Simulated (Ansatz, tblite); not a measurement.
Forces on In₅P₄H₁₆⁻, a cluster cut from zinc blende InP (hydrogen-capped) at its PBE-D4/def2-SVP geometry. Charge -1, multiplicity 1.

In the def2 sets In takes a core potential; there is no spin–orbit coupling. The xTB rows come from tblite. Single mean-field runs in def2-TZVP are fitted with def2-universal-jkfit.

GFN2-xTB (tblite), largest force 0.78 eV/Å:

```xyz
25
positions Å, forces eV/Å
In    1.294   -0.305   -2.957    0.026   -0.056    0.102
In    1.544    2.850    0.021    0.021   -0.102    0.062
In   -2.428    1.075   -0.935   -0.064    0.029   -0.025
In   -1.110   -3.042    0.144    0.110    0.042   -0.013
In   -0.864    0.112    3.122    0.108    0.003   -0.052
P     0.047    1.561   -1.658   -0.015    0.427   -0.449
P     1.084   -2.150   -1.059    0.532   -0.336    0.123
P     1.335    1.082    1.992    0.551   -0.147    0.304
P    -1.956   -0.718    0.921   -0.545   -0.179    0.235
H     3.006    0.037   -3.115   -0.273   -0.053   -0.016
H     0.331   -0.921   -4.283    0.202    0.150    0.179
H     3.229    2.842   -0.460   -0.265    0.042    0.073
H     0.744    4.285    0.627    0.174   -0.203   -0.154
H    -3.246    0.282   -2.271    0.127    0.158    0.238
H    -3.067    2.514   -0.160    0.093   -0.256   -0.153
H    -2.095   -3.684   -1.153    0.130    0.066    0.271
H    -0.562   -4.027    1.487   -0.114    0.128   -0.219
H    -1.691    1.517    3.760    0.102   -0.284   -0.060
H    -0.342   -1.217    4.140   -0.107    0.221   -0.132
H    -0.123    2.547   -2.688    0.057   -0.450    0.471
H     1.823   -3.299   -1.501   -0.306    0.621    0.311
H     1.997   -1.778   -0.019   -0.414   -0.291   -0.583
H     2.195    1.527    3.053   -0.380   -0.322   -0.578
H     2.134   -0.048    1.619   -0.346    0.632    0.285
H    -3.279   -1.043    1.375    0.596    0.160   -0.220
```

PBE-D4/def2-TZVP (Ansatz), largest force 0.20 eV/Å:

```
In -0.037 0.010 0.087
In -0.045 -0.085 -0.001
In 0.058 -0.025 0.022
In 0.030 0.089 -0.006
In 0.024 -0.001 -0.092
P 0.019 0.061 -0.065
P 0.113 -0.069 0.034
P 0.122 -0.039 0.065
P -0.067 -0.040 0.049
H -0.065 -0.009 -0.004
H 0.047 0.025 0.047
H -0.063 0.011 0.014
H 0.040 -0.052 -0.026
H 0.036 0.046 0.069
H 0.026 -0.074 -0.045
H 0.038 0.015 0.055
H -0.029 0.033 -0.050
H 0.032 -0.060 -0.015
H -0.028 0.051 -0.033
H 0.015 -0.100 0.103
H -0.092 0.160 0.070
H -0.105 -0.061 -0.140
H -0.113 -0.074 -0.151
H -0.091 0.155 0.061
H 0.135 0.033 -0.047
```

r2SCAN-D4/def2-TZVP (Ansatz), largest force 0.40 eV/Å:

```
In -0.035 -0.001 0.078
In -0.042 -0.076 0.010
In 0.049 -0.021 0.018
In 0.032 0.078 -0.014
In 0.027 0.008 -0.081
P 0.024 0.189 -0.201
P 0.317 -0.185 0.089
P 0.330 -0.105 0.169
P -0.225 -0.099 0.125
H -0.209 -0.040 0.000
H 0.134 0.080 0.152
H -0.204 0.020 0.055
H 0.114 -0.167 -0.081
H 0.096 0.119 0.179
H 0.071 -0.193 -0.115
H 0.117 0.061 0.170
H -0.080 0.109 -0.166
H 0.098 -0.183 -0.060
H -0.075 0.166 -0.112
H 0.035 -0.228 0.237
H -0.201 0.316 0.124
H -0.237 -0.117 -0.292
H -0.237 -0.127 -0.295
H -0.206 0.320 0.117
H 0.306 0.076 -0.107
```
